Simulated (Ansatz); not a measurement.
Job for Ansatz (a first-principles code): R-B3LYP/def2-TZVPPD on C2H6O (a complex), monomers drawn apart or pushed together. Files ending in .json are basis or fitting sets from the Basis Set Exchange.

Ansatz 0.2 input:
```yaml
crystal:
  periodic: [false, false, false]
  atoms:
    - {symbol: C, position_ang: [0.13631089, 0.14782572, -0.19393894]}
    - {symbol: H, position_ang: [-0.86372106, 0.55475764, -0.04579590]}
    - {symbol: H, position_ang: [0.82235242, 0.58571681, 0.52953990]}
    - {symbol: H, position_ang: [0.11510911, -0.93379335, -0.06693690]}
    - {symbol: H, position_ang: [0.47309810, 0.38527346, -1.20189512]}
    - {symbol: C, position_ang: [-0.98082409, -0.46324596, 5.78396617]}
    - {symbol: O, position_ang: [-0.00922979, -0.36784689, 6.47989418]}
    - {symbol: H, position_ang: [-1.29986677, -1.42961997, 5.34821792]}
    - {symbol: H, position_ang: [-1.61484754, 0.41007142, 5.53680464]}
basis:
  gaussian:
    orbitals: def2-TZVPPD.json
hamiltonian:
  xc: {name: B3LYP}
scf: {lower_state_search: off}
```

It printed:

```
WARN ansatz: RAYON_NUM_THREADS=1 ignored (pool sized by the plan → 1); use --threads N
Functional definition: B3LYP
these checks for a lower state are left out or cut short: stability, starts, cluster_reference, orbital_swaps, neighbouring_geometries, increment
integrals: 0.07 GiB planned
886 factors; their error is unknown
mean field: 0.74 GiB planned
mean field evaluation 1: about -4211.4078 eV, gradient 6.6e1 eV
mean field evaluation 2: about -4200.6547 eV, gradient 9.7e1 eV
mean field evaluation 4: about -4220.3390 eV, gradient 3.7e0 eV
mean field evaluation 8: about -4220.3675 eV, gradient 3.4e-2 eV
mean field evaluation 16: about -4220.3527 eV, gradient 6.3e-6 eV
mean field -4220.35273900 eV, -155.0951025004 hartree, gradient 6.8e-6 eV, S^2 0.000000; 0 other end points of the search recorded, 0 dependent functions left out
reference -4220.35308529 eV, -155.0951152262 hartree; 13, 13 occupied and 203, 203 virtual orbitals, 886 factors
Total energy: -4220.35308529 eV, -155.0951152262 hartree
Checks for a lower state left out: stability, starts, cluster_reference, orbital_swaps, neighbouring_geometries, increment
```

The run converged.

Cost: around 2.2 core-seconds (rough).
